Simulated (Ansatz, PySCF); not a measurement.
Gas-phase reaction in SMILES: [C]F → [C][F+] + e-
Each molecule is optimised on its own at B3LYP-D3(BJ)/def2-TZVP (Ansatz, an electronic-structure program).

Property: adiabatic ionisation energy (0 K, with B3LYP-D3(BJ) harmonic zero-point energies from PySCF), in eV. Correlated levels leave the core frozen unless marked. UHF or UKS for open shells. Spin-orbit coupling is left out. No relativistic terms. Basis-set limits of correlation are two-point, X^-3; Hartree-Fock from the larger set (for Q and 5 zeta extrapolated as (X+1)exp(-9√X)).

| level | program | adiabatic ionisation energy (eV) |
|---|---|---|
| HF/cc-pVTZ | Ansatz | 8.87 |

Q: What does CCSD(T)/CBS(cc-pVQZ,cc-pV5Z) (Ansatz) give?

A: 9.11 eV, so HF/cc-pVTZ differs from it by -0.24 eV.
